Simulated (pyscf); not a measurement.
`[CH3][NH][Si]([NH2])([NH2])[OH]`, singlet

Gas-phase minimum from PySCF at ωB97X-D3(BJ)/def2-SVP, one conformer. 

SMILES: CN[Si](N)(N)O
```xyz
15

C     -0.2569    -2.5665     0.7033
N     -1.2540    -1.5695     0.3619
Si    -0.9132     0.0083    -0.2696
N     -0.3904     0.2662    -1.8894
N      0.3734     0.5867     0.7163
O     -2.3937     0.7898    -0.2632
H      0.6967    -2.0620     0.9210
H     -0.0647    -3.2956    -0.1082
H     -0.5394    -3.1405     1.6045
H     -2.1552    -1.9681     0.1184
H      0.4966    -0.0952    -2.2185
H     -1.0718     0.3460    -2.6349
H      0.8717     1.4289     0.4531
H      0.3799     0.4345     1.7181
H     -2.9092     0.6427     0.5355
```
Charge 0, spin multiplicity 1.

Bonded distances (Å): C1–N2 1.451, C1–H7 1.101, C1–H8 1.108, C1–H9 1.105, N2–Si3 1.733, N2–H10 1.015, Si3–N4 1.722, Si3–N5 1.721, Si3–O6 1.674, N4–H11 1.013, N4–H12 1.013, N5–H13 1.013, N5–H14 1.013, O6–H15 0.962. Bond angles (°): N2–C1–H7 109.1, N2–C1–H8 113.5, N2–C1–H9 111.9, H7–C1–H8 107.2, H7–C1–H9 107.4, H8–C1–H9 107.5, C1–N2–Si3 125.2, C1–N2–H10 113.4, Si3–N2–H10 116.4, N2–Si3–N4 122.6, N2–Si3–N5 104.1, N2–Si3–O6 104.5, N4–Si3–N5 105.2, N4–Si3–O6 101.7 (the first ones only).

Properties at ωB97X-D3(BJ)/def2-SVP:

```json
{
  "harmonic_wavenumbers_unscaled": "78, 146, 172, 201, 234, 273, 288, 311, 337, 362, 400, 422, 437, 514, 714, 779, 807, 832, 852, 948, 954, 1100, 1153, 1182, 1416, 1458, 1488, 1510, 1541, 1545, 3016, 3083, 3157, 3632, 3637, 3638, 3733, 3738, 3943 cm⁻¹",
  "zero_point_energy": "77.2 kcal/mol",
  "rotational_symmetry_number": "1",
  "Entropy of this conformer at 298 K and 1 atm, rigid rotor and harmonic oscillator, modes under 100 cm⁻¹ raised to 100": "383.1 J/(mol K)",
  "dipole_moment": "1.32 D"
}
```

Single-point totals, which compare only within one level:

```
level                   total energy (hartree)
----------------------  ----------------------
ωB97X-D3(BJ)/def2-TZVP              -572.89996
PBE/def2-TZVP                       -572.28680
r²SCAN/def2-TZVP                    -572.60068
B3LYP-D3(BJ)/def2-TZVP              -572.82639
PBE0-D3(BJ)/def2-TZVP               -572.34578
M06-2X/def2-TZVP                    -572.64741
ωB97M-D3(BJ)/def2-TZVP              -572.89740
```

Soft torsions are taken as harmonic, which can shift the entropy by several J/(mol K).
